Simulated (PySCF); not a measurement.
Compound: C8H11N3.
Bonds: C1–C2, C2–C3, C2–C4, C2–N5, N5–C6 (aromatic), C6–C7 (aromatic), C7–C8 (aromatic), C8–C9, C9–N10 (triple), C8–N11 (aromatic), N5–N11 (aromatic). Hydrogens: H12, H13, H14 on C1; H15, H16, H17 on C3; H18, H19, H20 on C4; H21 on C6; H22 on C7.

NICS = −σ at a ghost point: NICS(0) at the centroid of the ring atoms, NICS(1) 1 Å to either side along the normal of their mean plane, zz for the tensor component along that normal. Level: GIAO PBE0/pcSseg-1 (PySCF, non-relativistic, gas phase) on the GFN2-xTB geometry, one conformer.

Ring bond lengths (Å), with Mayer bond orders in brackets: N5–C6 1.351 (1.14), C6–C7 1.372 (1.50), C7–C8 1.412 (1.24), C8–N11 1.330 (1.42), N11–N5 1.317 (1.27).

Give the NICS values of each ring in ppm.

| ring | type | NICS(0) | NICS(1), two faces | NICS(1)zz, two faces | rms pucker (Å) | centre to ring atoms, mean (Å) |
| --- | --- | --- | --- | --- | --- | --- |
| N5–C6–C7–C8–N11 | 5-membered ring with 2 N; formal bonds all aromatic | -13.9 | -12.2 / -12.2 | -29.9 / -29.9 | 0.00 | 1.15 |

What do they say, and how far can they be read as aromaticity?

- N5–C6–C7–C8–N11: mean NICS(1)zz -29.9 ppm, shielded. For a flat ring without four-coordinate atoms the NICS criterion counts such a value as aromatic.

What does the geometric index give? HOMA = 1 − mean of α(R − Ropt)² over the ring bonds, with Krygowski's 1993 parameters (CC: Ropt 1.388 Å, α 257.7 Å⁻²; CN: Ropt 1.334 Å, α 93.52 Å⁻²; NN: Ropt 1.309 Å, α 130.33 Å⁻²).

- N5–C6–C7–C8–N11: HOMA 0.95; the largest term is that of C7–C8, α(R − Ropt)² = 0.14. The geometric and the magnetic index point the same way.

Give the inner angles of the rings and the Hirshfeld charges of the ring atoms.

- N5–C6–C7–C8–N11: N5 111.9° (+0.066 e), C6 107.3° (-0.013 e), C7 104.1° (-0.082 e), C8 110.4° (+0.022 e), N11 106.4° (-0.099 e); sum 540.0° against 540° for a flat convex ring.

The values belong to the conformer `[CH3:1][C:2]([CH3:3])([CH3:4])[n:5]1[cH:6][cH:7][c:8]([C:9]#[N:10])[n:11]1`: C1–C2–N5–C6 180°.
